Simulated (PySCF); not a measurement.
# Computed vibrations of [Sm(H2O)3]2+

[Sm(H2O)3]2+ (singlet in the valence; each metal's 4f electrons, 6 of them, lie in its core potential, out of spins and levels). PySCF 2.14.0, RKS PBE0, Sm lcecp-0-SVP with ECP52, O def2-SVP, H def2-SVP; non-relativistic Hamiltonian with scalar-relativistic core potentials where named; density fitting; no spin-orbit coupling. Central differences of gradients.

```xyz
10

Sm    0.0000    0.0000    0.0000
O     2.5133    0.0000    0.0000
H     3.1157    0.0000    0.7635
H     3.1157    0.0000   -0.7635
O    -1.2566    2.1766    0.0000
H    -1.5578    2.6983    0.7635
H    -1.5578    2.6983   -0.7635
O    -1.2567   -2.1766    0.0000
H    -1.5579   -2.6982    0.7635
H    -1.5579   -2.6982   -0.7635
```

Run from Python with OMP_NUM_THREADS=2. Where DIIS fails, smearing, a level shift and second-order steps follow.
It took 64 s on 2 threads of Arm Neoverse N1 (shared host).

Problem. What are the harmonic wavenumbers and infrared intensities?

Solution. Modes are labelled in D3h; negative numbers are unstable modes, those under 60 cm⁻¹ near the noise; a finer grid moves soft modes by up to 10 cm⁻¹.
```tsv
cm⁻¹	km/mol	symmetry
-118	–	a1''
-98	–	e''
-98	–	e''
-18	–	a2''
22	2.2	e'
22	2.2	e'
283	0.0	a1'
291	11.9	e'
291	11.9	e'
497	0.0	e''
497	0.0	e''
499	0.0	a2'
512	260.9	a2''
526	501.1	e'
526	501.1	e'
1680	150.9	e'
1680	150.9	e'
1682	0.0	a1'
3773	320.1	e'
3773	320.1	e'
3778	0.0	a1'
3832	0.0	e''
3832	0.0	e''
3834	757.0	a2''
```

Problem. Is this a minimum?

Solution. No: 3 unstable (and 1 more above −25 cm⁻¹, within the noise); the lowest moves the atoms so:
```
Sm   0.00  0.00  0.00
O    0.00  0.00  0.00
H    0.00  0.41  0.00
H    0.00 -0.41  0.00
O    0.00  0.00  0.00
H   -0.35 -0.20  0.00
H    0.35  0.20  0.00
O    0.00  0.00  0.00
H    0.35 -0.20  0.00
H   -0.35  0.20  0.00
```

An lcecp potential fixes the number of 4f electrons, so in runs with it no electron can move into or out of that shell.
